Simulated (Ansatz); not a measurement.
Stepwise reaction of `[CH3][GeH]([CH3])[Cl]` with hydrogen chloride, as a gas-phase model of exchange steps in deposition or etching. ΔE in kJ/mol; ΔG adds harmonic PBE0-D4 terms to CCSD(T)/CBS, at 1 bar.

Isolated molecules relaxed with PBE0-D4/def2-TZVP in Ansatz; ΔE leaves out vibrations. CBS: MP2 limit from def2 TZ/QZ plus the TZ coupled-cluster correction, frozen cores. This one scheme is used for every species. DFT in def2-TZVPP. B3LYP here is the variant with VWN-RPA as its local correlation; programs differ in this. For Ge outer-core shells are correlated without core-valence functions, which leaves a few kJ/mol of doubt a bond. Scalar relativity is left out up to krypton.

```tsv
step	reaction	PBE-D4	B3LYP-D4	ωB97M-V	CCSD(T)/CBS	ΔG(400 K)
2	`[CH3][GeH]([Cl])[Cl]` + HCl → `[Cl][GeH]([Cl])[Cl]` + CH₄	-73.3	-76.1	-72.5	-67.3	-53.9
```

(1) Give the row of step 1, `[CH3][GeH]([CH3])[Cl]` + HCl → `[CH3][GeH]([Cl])[Cl]` + CH₄. (Estimate.)

(2) By hand: ΔE of the 2 steps together at CCSD(T)/CBS.

Results:

(1) Ansatz gave: 
| step | reaction | PBE-D4 | B3LYP-D4 | ωB97M-V | CCSD(T)/CBS | ΔG(400 K) |
| --- | --- | --- | --- | --- | --- | --- |
| 1 | `[CH3][GeH]([CH3])[Cl]` + HCl → `[CH3][GeH]([Cl])[Cl]` + CH₄ | -91.6 | -95.4 | -91.8 | -87.0 | -77.0 |

(2) (-87.0) + (-67.3) = -154.3 kJ/mol, or -77.2 kJ/mol a step.

In ΔE each step is higher than the one before. All are downhill at CCSD(T)/CBS. ΔG lies between -77.0 and -53.9 kJ/mol a step. PBE-D4 differs from CCSD(T)/CBS by -6.0 to -4.6 kJ/mol a step. Isolated molecules leave out the surface, adducts and barriers. Largest T1 diagnostic: 0.009.
